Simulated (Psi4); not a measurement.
C2H5ClMg (SMILES C[CH2][Mg][Cl]): methods side by side

The species is C2H5ClMg (9 atoms), meant as a singlet with charge 0. As SMILES, `C[CH2][Mg][Cl]`. Geometry: optimised at PBE0/def2-TZVP.

Quantity: the dipole moment, in D. The values are calculated.

```json
{"level": "PBE-D4/def2-TZVPP (density fitting)", "kind": "GGA", "program": "Psi4", "value (D)": "2.35"}
{"level": "r2SCAN-D4/def2-TZVPP (density fitting)", "kind": "meta-GGA", "program": "Psi4", "value (D)": "2.27"}
{"level": "B3LYP-D4/def2-TZVPP (density fitting)", "kind": "global hybrid", "program": "Psi4", "value (D)": "2.32"}
{"level": "PBE0-D4/def2-TZVPP (density fitting)", "kind": "global hybrid", "program": "Psi4", "value (D)": "2.32"}
{"level": "wB97M-V/def2-TZVPP (density fitting)", "kind": "range-separated hybrid", "program": "Psi4", "value (D)": "2.25"}
```

The values span 2.25 to 2.35 D. Magnitudes only.
